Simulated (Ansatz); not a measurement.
```yaml
crystal:
  periodic: [false, false, false]
  atoms:
    - {symbol: Ge, position_ang: [0.319286, -2.928867, -0.008263]}
    - {symbol: Ge, position_ang: [0.302645, -0.049422, -2.788035]}
    - {symbol: Ge, position_ang: [-2.496829, -0.090566, 0.082399]}
    - {symbol: Ge, position_ang: [0.307595, 0.012183, 2.931019]}
    - {symbol: Ge, position_ang: [0.295936, 2.787805, 0.048613]}
    - {symbol: Ge, position_ang: [-1.102194, -1.473239, -1.379643]}
    - {symbol: Ge, position_ang: [1.651441, -1.533908, 1.542623]}
    - {symbol: Ge, position_ang: [1.694663, 1.379096, -1.376351]}
    - {symbol: Ge, position_ang: [-1.111772, 1.377700, 1.467982]}
    - {symbol: O, position_ang: [3.317445, -1.561386, 1.574388]}
    - {symbol: H, position_ang: [1.271214, -3.798069, -0.875227]}
    - {symbol: H, position_ang: [-0.586036, -3.863428, 0.849099]}
    - {symbol: H, position_ang: [1.186679, -0.937012, -3.710949]}
    - {symbol: H, position_ang: [-0.608248, 0.833718, -3.688958]}
    - {symbol: H, position_ang: [-3.384111, -0.995904, 0.985881]}
    - {symbol: H, position_ang: [-3.437806, 0.784328, -0.797107]}
    - {symbol: H, position_ang: [-0.599051, -0.847626, 3.862007]}
    - {symbol: H, position_ang: [1.252422, 0.883131, 3.803907]}
    - {symbol: H, position_ang: [-0.612918, 3.688199, -0.837156]}
    - {symbol: H, position_ang: [1.176139, 3.711275, 0.939429]}
    - {symbol: H, position_ang: [-2.018227, -2.376925, -2.263775]}
    - {symbol: H, position_ang: [2.627889, 2.260180, -2.255277]}
    - {symbol: H, position_ang: [2.587647, 0.477712, -0.472924]}
    - {symbol: H, position_ang: [-2.033821, 2.260994, 2.366317]}
basis:
  gaussian: {orbitals: def2-mTZVPP, fitting: {mean_field: def2-universal-jkfit}}
total_charge: 1
magnetization: {spin_polarized: true, initial_magnetization: 1}
hamiltonian: {xc: {name: r2SCANh}}
scf: {omitted_lower_state_checks: [starts]}
output: {forces: true}
```

```sh
$ ansatz run in.yaml --threads 2 --pin off --events-out ev --progress --plain --max-ram 32768MiB --backend cuda --devices 0, --max-vram 18GiB
```

Shortened log:

```
Functional definition: r2SCANh
  name "r2SCANh"
  cite "Bursch, Neugebauer, Ehlert & Grimme, J. Chem. Phys. 156, 134105 (2022) doi:10.1063/5.0086040"
  cite "Furness, Kaplan, Ning, Perdew & Sun, J. Phys. Chem. Lett. 11, 8208 (2020) doi:10.1021/acs.jpclett.0c02405"
  cite "Furness, Kaplan, Ning, Perdew & Sun, J. Phys. Chem. Lett. 11, 9248 (2020) doi:10.1021/acs.jpclett.0c03077"
  parent r2scan
  parameter a = 0.1
  parameter k0 = 0.174
  parameter k1 = 0.065
  parameter a1 = 4.9479
  exchange = (1 - a)*r2scan_x(k0 = k0, k1 = k1, a1 = a1) + a*exact_x
  correlation = r2scan_c
these checks for a lower state are left out or cut short: starts
2723 factors; integrals over basis functions are off by at most 8.8e-1 eV
mean field evaluation 1: about -510915.1613 eV, gradient 6.3e1 eV
mean field evaluation 2: about -510713.5532 eV, gradient 1.4e2 eV
mean field evaluation 4: about -510925.4718 eV, gradient 2.5e1 eV
mean field evaluation 8: about -510929.5668 eV, gradient 7.1e0 eV
mean field evaluation 16: about -510929.8475 eV, gradient 2.0e-2 eV
mean field -510929.84750530 eV, -18776.3255751304 hartree, gradient 3.7e-5 eV, S^2 0.767438; 0 other end points of the search recorded, 0 dependent functions left out
the calculation of the forces begins
reference -510929.84752414 eV, -18776.3255758229 hartree; 155, 154 occupied and 263, 264 virtual orbitals, 2723 factors
Total energy: -510929.84752414 eV, -18776.3255758229 hartree
Atom 0 at     0.319286    -2.928867    -0.008263 Å, force    -0.345945    -0.916886    -0.718411 eV/Å
Atom 1 at     0.302645    -0.049422    -2.788035 Å, force     0.166330     0.018051    -0.401691 eV/Å
Atom 2 at    -2.496829    -0.090566     0.082399 Å, force    -0.452604    -0.108534     0.105818 eV/Å
Atom 3 at     0.307595     0.012183     2.931019 Å, force    -0.353745     0.719714     0.915892 eV/Å
Atom 4 at     0.295936     2.787805     0.048613 Å, force     0.165408     0.402361    -0.018156 eV/Å
Atom 5 at    -1.102194    -1.473239    -1.379643 Å, force    -0.217086     0.561028    -0.277300 eV/Å
Atom 6 at     1.651441    -1.533908     1.542623 Å, force    -0.702449    -0.002750    -0.002934 eV/Å
Atom 7 at     1.694663     1.379096    -1.376351 Å, force     0.064461     0.155383    -0.155746 eV/Å
Atom 8 at    -1.111772     1.377700     1.467982 Å, force    -0.214736     0.276573    -0.562881 eV/Å
Atom 9 at     3.317445    -1.561386     1.574388 Å, force     0.317551    -0.019268     0.021028 eV/Å
Atom 10 at     1.271214    -3.798069    -0.875227 Å, force    -0.072999     0.297206     0.412111 eV/Å
Atom 11 at    -0.586036    -3.863428     0.849099 Å, force     0.448958     0.361811     0.057847 eV/Å
Atom 12 at     1.186679    -0.937012    -3.710949 Å, force    -0.241480     0.205529     0.284985 eV/Å
Atom 13 at    -0.608248     0.833718    -3.688958 Å, force     0.185771    -0.266171     0.325847 eV/Å
Atom 14 at    -3.384111    -0.995904     0.985881 Å, force     0.265642     0.221280    -0.220407 eV/Å
Atom 15 at    -3.437806     0.784328    -0.797107 Å, force     0.343350    -0.222272     0.224157 eV/Å
Atom 16 at    -0.599051    -0.847626     3.862007 Å, force     0.451239    -0.057292    -0.360035 eV/Å
Atom 17 at     1.252422     0.883131     3.803907 Å, force    -0.069568    -0.412365    -0.296778 eV/Å
Atom 18 at    -0.612918     3.688199    -0.837156 Å, force     0.185178    -0.325761     0.266813 eV/Å
Atom 19 at     1.176139     3.711275     0.939429 Å, force    -0.240497    -0.284786    -0.206151 eV/Å
Atom 20 at    -2.018227    -2.376925    -2.263775 Å, force     0.356147    -0.008760     0.393251 eV/Å
Atom 21 at     2.627889     2.260180    -2.255277 Å, force    -0.224686    -0.287682     0.287609 eV/Å
Atom 22 at     2.587647     0.477712    -0.472924 Å, force    -0.171590     0.085825    -0.086085 eV/Å
Atom 23 at    -2.033821     2.260994     2.366317 Å, force     0.357348    -0.392235     0.011221 eV/Å
Dipole moment:    -0.187818    -0.493540     0.494139 e Å
Checks for a lower state left out: starts
```

Hardware: 2 threads of AMD EPYC 7R13 on a shared host and a share (18 GiB) of an NVIDIA H100 80GB HBM3. Wall time 11 s, peak host memory 2.1 GiB.

The dipole of an ion depends on the origin.
